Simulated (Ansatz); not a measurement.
Consider the redistribution: `CB(C)[SiH2]Cl` + `CNB(F)F` → `CNB(F)[SiH2]Cl` + `CB(C)F`.

Calculated with Ansatz (gas phase, PBE0-D4/def2-TZVP geometries, no zero-point term in ΔE). CBS: MP2 limit from def2 TZ/QZ plus the TZ coupled-cluster correction, frozen cores. Functionals use def2-TZVPP. B3LYP here is the variant with VWN-RPA as its local correlation; programs differ in this. Each species was taken in one conformer, which may not be the lowest.

| level | ΔE (kcal/mol) |
| --- | --- |
| B3LYP-D4 | -5.3 |
| PBE | -6.2 |
| B3LYP | -5.8 |
| HF/CBS(def2) | -3.1 |

What does CCSD(T)/CBS give? (Estimate.)

Ansatz gave: -5.1 kcal/mol. The listed levels differ from it by -0.2, -1.1, -0.7, 2.0 kcal/mol.

Largest T1 diagnostic among the species: 0.012.

In def2-TZVPP, CCSD(T) changes the Hartree–Fock value by −1.9 kcal/mol (the triples alone add −0.5 kcal/mol) and MP2 by −1.8 kcal/mol. From PBE to PBE0 (25 % exact exchange), in def2-TZVPP and without D4, ΔE moves by +1.2 kcal/mol.
